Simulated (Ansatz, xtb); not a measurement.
Relaxing a trial structure of AlFGaH5OSi

The starting geometry of this gas-phase singlet was built from a drawn formula by distance geometry; its bonds are those of `[OH][AlH][GaH][SiH2]F`.

```xyz
10

Al   -0.7669    0.4028    2.7177
F    -2.9786    0.3351   -0.4742
Ga    0.1187    0.3590    0.2618
O     0.0710   -0.3524    4.1189
Si   -1.7660    1.3391   -0.9941
H    -0.6286   -0.7579    4.7030
H    -2.3122    0.6939    2.8582
H     0.9945   -0.7339   -0.3718
H    -1.7042    1.4937   -2.4540
H    -1.7902    2.6711   -0.3087
```

**Question.** Where would you expect an optimisation with r2SCAN-D4/def2-SVP to take it?

**Answer.** It keeps its bonds, and is `[OH][AlH][GaH][SiH2]F`.

The energy falls by 0.75 eV over 37 steps:

| step | E − E(last) (eV) |
| --- | --- |
| 1 | 0.747 |
| 5 | 0.168 |
| 9 | 0.135 |
| 13 | 0.110 |
| 17 | 0.087 |
| 21 | 0.058 |
| 25 | 0.009 |
| 29 | 0.001 |
| 33 | 0.000 |
| 37 | 0.000 |

Final geometry (Å):

```xyz
10

Al   -0.9952   -0.5585    2.7118
F    -2.9154    2.0790   -0.0727
Ga   -0.3413    0.0124    0.3714
O    -0.3283    0.4771    3.9002
Si   -1.6214    1.5730   -0.9496
H    -0.4970    0.4288    4.8463
H    -1.9728   -1.7352    3.1715
H     0.9080   -0.5929   -0.3757
H    -2.1577    0.9729   -2.2140
H    -0.8415    2.7938   -1.3325
```

From the same start GFN2-xTB ends elsewhere, differing in F2–Ga3 (1.87 against 3.33 Å here), F2–Si5 (2.50 against 1.64 Å here).

The end wasn't checked by frequencies. Run with Ansatz 0.2.0, 120 s on 2 threads of Intel(R) Xeon(R) Platinum 8375C CPU @ 2.90GHz (Ice Lake), on a shared host.
